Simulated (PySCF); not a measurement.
Species: C₅H₆NO₂S (charge -1).
Structure used (GFN2-xTB), in Å, numbered top down from 1:
```
atom  x, y, z in Å
C1    -2.243    0.245    0.783
S2    -1.376   -0.326   -0.729
O3    -1.692   -1.738   -0.910
O4    -1.840    0.528   -1.815
C5     0.310   -0.086   -0.338
C6     1.435   -0.712   -0.851
C7     2.508   -0.140   -0.162
C8     1.950    0.782    0.712
N9     0.612    0.824    0.615
H10   -2.344   -0.600    1.450
H11   -1.587    0.999    1.200
H12   -3.205    0.651    0.502
H13    1.452   -1.469   -1.615
H14    3.555   -0.370   -0.284
H15    2.460    1.420    1.418
```

The closed-shell ground state was solved at several levels (PySCF, density fitting, gas phase, non-relativistic). No diffuse functions stand in pcSseg-1, which bears on an anion's orbital energies.

```tsv
level	basis functions	total energy (Eh)	HOMO (eV)	LUMO (eV)	gap (eV)
CAM-B3LYP/def2-SVPD	241	-796.9461	-2.98	4.54	7.52
PBE0/pcSseg-1	190	-796.8597	-1.56	5.16	6.72
```

**Question.** Estimate the row for PBE0/def2-SVPD, a basis of 241 functions; the other rows only guide the guess.

**Answer.** Total energy -796.5392 Eh, HOMO -1.72 eV, LUMO 4.02 eV, gap 5.74 eV.

**Question.** Over all these levels, which gives the widest orbital gap and which the narrowest?

**Answer.** CAM-B3LYP/def2-SVPD (range-separated hybrid) has the widest, 7.52 eV, and PBE0/def2-SVPD (global hybrid, 25 % exact exchange) the narrowest, 5.74 eV. The two share the basis. From the narrowest to the widest the HOMO moves by -1.26 eV and the LUMO by +0.52 eV.

One conformer stands for the species.
